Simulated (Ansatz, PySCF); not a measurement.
Complex: CH5N (SMILES CN) (first 7 atoms) with CH2O2 (SMILES O=CO); geometry from B3LYP-D3(BJ)/def2-TZVP, rigid monomers moved along the line of their centres of mass till N2···H12 is 1.91 Å.
(charge 0, multiplicity 1):
```xyz
12

C      0.1951     0.6462     0.1549
N     -0.5601    -0.4425     0.7931
H      0.9855     0.9585     0.8359
H     -0.4698     1.4936    -0.0117
H      0.6467     0.3639    -0.8006
H      0.0563    -1.2240     0.9904
H     -1.3030    -0.7782     0.1909
O      1.2209    -0.1268     3.6174
C      0.2044     0.2547     4.1489
O     -0.9802     0.3608     3.5741
H      0.1598     0.5645     5.2038
H     -0.9055     0.0552     2.6017
```

Interaction energies are E(AB) − E(A) − E(B) at the monomers' geometry in the complex; basis-set methods are counterpoise corrected.

Cores are frozen in the correlated methods.

Run with Ansatz (Gaussian basis) for Hartree–Fock, density functionals and correlated methods; PySCF for the dispersion terms. Values without a source in brackets are computed.

PBE/def2-TZVPPD gives -54.4 kJ/mol for the interaction energy.

Question: How do the other levels lie against it? Give each less PBE: PBE-D3(BJ)/def2-TZVPPD, r2SCAN/def2-TZVPPD, B3LYP/def2-TZVPPD, wB97M-V/def2-TZVPPD, MP2/aug-cc-pVDZ, CCSD(T)/aug-cc-pVDZ.

Answer: PBE-D3(BJ)/def2-TZVPPD -5.7; r2SCAN/def2-TZVPPD -3.1; B3LYP/def2-TZVPPD 4.6; wB97M-V/def2-TZVPPD -1.7; MP2/aug-cc-pVDZ 1.8; CCSD(T)/aug-cc-pVDZ 3.2 kJ/mol. 3 of 6 lie above PBE; the widest gap is to PBE-D3(BJ)/def2-TZVPPD.

Ansatz is a quantum-chemistry and plane-wave program.
